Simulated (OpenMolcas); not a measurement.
Mn4+: moving or changing the point charges

Mn4+ among 6 point charges of -1.5 e arranged as an octahedron (Oh), 1.69 Å from the ion.

| Property | Result |
| --- | --- |
| Program | OpenMolcas 26.06 |
| Method | CASSCF |
| Basis | ANO-RCC-VTZP [6s5p3d2f1g] |
| Scalar Hamiltonian | DKH2, point nucleus |
| Active space | 3 electrons in 5 orbitals (3d) |
| State averaging | 2S+1 = 4 even, 10 roots; 2S+1 = 2 even, 40 roots |
| Spin-orbit coupling | RASSI with atomic mean-field integrals over the reference wave functions |

Runs around this geometry, states (labels of O, the rotations of Oh). Energies in cm-1 above the lowest state or level, χT in cm3 K/mol; 10Dq and B are least-squares fits to the states below 45000 cm-1, weighted by degeneracy, with a free offset, and given where the rms deviation is under 5 % of |10Dq| (or 100 cm-1) and under 700 cm-1.

```
R (Å)  q (e)  Ground state  First state of that spin  10Dq  B (rms of fit)  First gap with spin-orbit (degeneracies)  χT at 300 K  First state of another spin
 1.69   -1.2           4A2                  4T2 3477  3637       1325 (81)                               3373 (4, 2)        1.477                     2E 22374
 1.52   -1.5           4A2                  4T2 7126  7461      1319 (154)                               6990 (4, 2)        1.674                     2E 22901
 1.69   -1.5           4A2                  4T2 4316  4523      1324 (100)                               4200 (4, 2)        1.549                     2E 22559
 1.82   -1.5           4A2                  4T2 3021  3155       1326 (71)                               2927 (4, 2)        1.424                     2E 22253
```

Taking |10Dq| as R^-n, n = -ln(3155 / 7461) / ln(1.82 / 1.52) = 4.8 between the shortest and longest distance. The point-charge formula for a cubic d site gives n = 5.

Scaling the charges by -1.2 / -1.5 = 0.80 scales |10Dq| by 3637 / 4523 = 0.80; with fixed orbitals a first-order splitting would follow the charge.

Without dynamic correlation the repulsion within the d shell is too large (B by tens of per cent), so at a given field states of lower spin stand too high. This field is weak: 10Dq is about 3637 cm-1, while octahedral complexes of 3d ions of charge 3 and more, computed by the same method with explicit ligands, had a median near 15000 cm-1. Ground spin and moment need not be those of a real site (figures for R = 1.69, q = -1.2; the like holds for R = 1.52, q = -1.5, R = 1.69, q = -1.5, R = 1.82, q = -1.5). Point charges carry no covalency, so the field is a model and not that of real ligands. No measured value stands beside these numbers.
